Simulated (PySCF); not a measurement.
A structure optimised at B3LYP-D3(BJ)/def2-SVP, used in a PySCF frequency run:

```
C
C 1 1.3382
H 1 1.0967 2 116.64
C 2 1.4947 1 128.24 3 0.00
H 4 1.0991 2 110.43 1 0.00
H 4 1.1021 5 109.06 2 -121.67
H 4 1.1021 5 109.06 6 -116.67
Cl 2 1.7726 1 118.65 3 180.00
Si 1 1.8645 3 118.97 2 180.00
F 9 1.6336 1 106.25 3 0.00
H 9 1.4859 10 107.72 1 -120.20
H 9 1.4859 11 110.82 10 117.61
```
Charge 0, spin multiplicity 1.

**Question.** Write its SMILES, formula and point group.

**Answer.** C/C(Cl)=C/[SiH2]F, C3H6ClFSi, Cs

**Question.** What are its rotational constants (standard atomic weights)?

**Answer.** 4.3749, 1.1661, 0.93638 GHz
